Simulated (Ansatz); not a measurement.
Cost and result for the atomization energy of CH6SbSi (`[CH3][Sb][SiH3]`) radical (9 atoms, 8 bonds).

Cartesian coordinates in Å:
```
C -1.3015 0.6445 -0.9430
Sb 0.7241 0.1080 -1.5084
Si 1.2941 -0.6280 0.8815
H -1.8222 -0.2315 -0.5549
H -1.8264 1.0201 -1.8204
H -1.2797 1.4170 -0.1737
H 2.6963 -1.1172 0.9652
H 0.3834 -1.7221 1.3226
H 1.1319 0.5092 1.8312
```

Total charge 0; spin multiplicity 2. Correlated methods include outer-core shells of Sb, which these sets cover unevenly. Sb: def2 effective core potential. The structure was optimised at the PBE0-D4/def2-TZVP level. Program: Ansatz. All runs use 4 threads of a server CPU on a shared host. Times are those of one run each, without the atoms' runs, and a repeat can differ threefold. Electronic energies, without spin–orbit coupling; frozen cores. CCSD(T)/CBS adds CCSD(T) − MP2 in def2-TZVPP to the MP2 limit, and its time is that of the two runs behind it. T1 = 0.013; ⟨S²⟩ of the reference is 0.77. With those shells the extrapolation isn't a true limit. B3LYP takes the VWN-RPA correlation (the form of Gaussian; ORCA's B3LYP/G).

CCSD(T)/CBS is a level of theory with its own doubt, some kJ/mol a heavy atom from the limit and from the frozen cores, so smaller differences don't rank the functionals.

```
                            level  functions  wall time
             revPBE-D4/def2-TZVPP        207      1.4 s
               BLYP-D4/def2-TZVPP        207      1.5 s
               PBE0-D4/def2-TZVPP        207      2.4 s
B3LYP-D4/def2-TZVPP (with forces)        207      2.7 s
          CAM-B3LYP-D4/def2-TZVPP        207      2.7 s
              PBE-QIDH/def2-TZVPP        207      3.6 s
                 CCSD(T)/def2-SVP         88      4.5 s
                B97M-V/def2-TZVPP        207      4.8 s
               ωB97X-V/def2-TZVPP        207      5.5 s
 ωB97M-V/def2-TZVPP (with forces)        207      6.5 s
                   MP2/def2-QZVPP        389       13 s
               CCSD(T)/def2-TZVPP        207      110 s
                CCSD(T)/CBS(def2)          –    2.1 min
```

What atomization energy does each give, and how far from CCSD(T)/CBS? (An estimate is asked.)

Ansatz gave: 
```json
{"level": "revPBE-D4/def2-TZVPP", "atomization (kcal/mol)": "636.3", "difference from CCSD(T)/CBS": "-9.5", "per bond": "-1.2"}
{"level": "BLYP-D4/def2-TZVPP", "atomization (kcal/mol)": "644.0", "difference from CCSD(T)/CBS": "-1.8", "per bond": "-0.2"}
{"level": "PBE0-D4/def2-TZVPP", "atomization (kcal/mol)": "641.6", "difference from CCSD(T)/CBS": "-4.2", "per bond": "-0.5"}
{"level": "B3LYP-D4/def2-TZVPP (with forces)", "atomization (kcal/mol)": "648.5", "difference from CCSD(T)/CBS": "2.7", "per bond": "0.3"}
{"level": "CAM-B3LYP-D4/def2-TZVPP", "atomization (kcal/mol)": "648.0", "difference from CCSD(T)/CBS": "2.2", "per bond": "0.3"}
{"level": "PBE-QIDH/def2-TZVPP", "atomization (kcal/mol)": "635.7", "difference from CCSD(T)/CBS": "-10.1", "per bond": "-1.3"}
{"level": "CCSD(T)/def2-SVP", "atomization (kcal/mol)": "599.0", "difference from CCSD(T)/CBS": "-46.8", "per bond": "-5.8"}
{"level": "B97M-V/def2-TZVPP", "atomization (kcal/mol)": "649.0", "difference from CCSD(T)/CBS": "3.2", "per bond": "0.4"}
{"level": "ωB97X-V/def2-TZVPP", "atomization (kcal/mol)": "651.0", "difference from CCSD(T)/CBS": "5.2", "per bond": "0.6"}
{"level": "ωB97M-V/def2-TZVPP (with forces)", "atomization (kcal/mol)": "644.5", "difference from CCSD(T)/CBS": "-1.3", "per bond": "-0.2"}
{"level": "MP2/def2-QZVPP", "atomization (kcal/mol)": "631.6", "difference from CCSD(T)/CBS": "-14.2", "per bond": "-1.8"}
{"level": "CCSD(T)/def2-TZVPP", "atomization (kcal/mol)": "628.1", "difference from CCSD(T)/CBS": "-17.7", "per bond": "-2.2"}
{"level": "CCSD(T)/CBS(def2)", "atomization (kcal/mol)": "645.8", "difference from CCSD(T)/CBS": "0.0", "per bond": "0.0"}
```

In def2-TZVPP, CCSD(T) changes the Hartree–Fock value by +153.2 kcal/mol (the triples alone add +7.4 kcal/mol) and MP2 by +146.1 kcal/mol; breaking electron pairs costs correlation energy, which Hartree–Fock lacks. The D4 term adds +7.5 kcal/mol with B3LYP and +3.9 kcal/mol with PBE0; it sums over pairs of atoms, weighted by their polarisabilities, and B3LYP, whose exchange is more repulsive, gets the larger term. Leaving LDA and LC-ωPBE aside and taking each functional with its dispersion term where it has one, the values spread over 15.3 kcal/mol, from PBE-QIDH to ωB97X-V. LDA lies +80.0 kcal/mol from PBE without D4, its usual overbinding.
